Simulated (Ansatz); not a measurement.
Basis-set extrapolation for C$_{2}$H$_{7}$NSi, SMILES `CC[Si]N` (PBE0-D4/def2-TZVP geometry, frozen core, the Gaussian-basis code of Ansatz). Multiplicity 1, RHF reference.

|  | def2-TZVPP | def2-QZVPP |
| --- | --- | --- |
| HF | -423.251336 | -423.266820 |
| MP2 correlation | -0.675547 | -0.720952 |
| CCSD(T) correlation | -0.749152 | not run |

Energies in hartree. Use E(X) = E(∞) + A·exp(−7.88·√X) for Hartree–Fock and E(X) = E(∞) + B·X^(−2.97) for correlation, with X = 3 and 4, and add CCSD(T) minus MP2 of the smaller set to the MP2 limit.

Question: What is the CCSD(T) energy at the basis-set limit?

Answer: HF limit: -423.266820 + (-0.015484) × 0.13774 = -423.26895. MP2 limit: -0.720952 + (-0.045405) × 0.74074 = -0.75459. Higher-order term: -0.749152 − (-0.675547) = -0.07361. Total: -424.09715 hartree, 2.63 eV below CCSD(T)/def2-TZVPP.
